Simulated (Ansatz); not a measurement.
`BC([SiH3])[SiH2]Cl`, relaxed with RKS PBE-D4/def2-SVP in the Gaussian-basis code of Ansatz from a rough embedded geometry. The force threshold is 0.03 eV/Å; the program also tests the step.

Total charge 0; spin multiplicity 1.

Start:

```xyz
13

B    -1.054   -1.153    0.623
C    -0.509    0.170    0.004
Si    0.611    0.927    1.260
Si    0.489   -0.085   -1.582
Cl   -0.819   -0.916   -3.043
H    -0.355   -2.069    0.857
H    -2.238   -1.310    0.700
H    -1.326    0.898   -0.234
H    -0.171    1.253    2.499
H     1.723    0.071    1.568
H     1.117    2.232    0.742
H     1.029    1.140   -2.054
H     1.503   -1.157   -1.341
```

By how much does the energy fall, and how many steps does the optimiser take? (Best estimate.)

The calculation gave: 0.27 eV, in 9 steps.

Which bonds change most? (Best estimate.)

Computed: Si4–H12 from 1.420 to 1.503 Å; Si3–H10 from 1.436 to 1.502 Å; C2–Si3 from 1.846 to 1.911 Å; B1–H6 from 1.176 to 1.221 Å.

Give the relaxed structure. (An estimate is asked.)

The calculation gave: 
```xyz
13

B    -1.136   -1.105    0.500
C    -0.550    0.234   -0.017
Si    0.634    0.930    1.312
Si    0.452   -0.128   -1.573
Cl   -0.729   -1.219   -2.915
H    -0.390   -2.039    0.745
H    -2.329   -1.246    0.690
H    -1.318    1.006   -0.241
H    -0.098    1.127    2.610
H     1.781   -0.015    1.533
H     1.168    2.263    0.859
H     0.857    1.147   -2.259
H     1.659   -0.955   -1.242
```
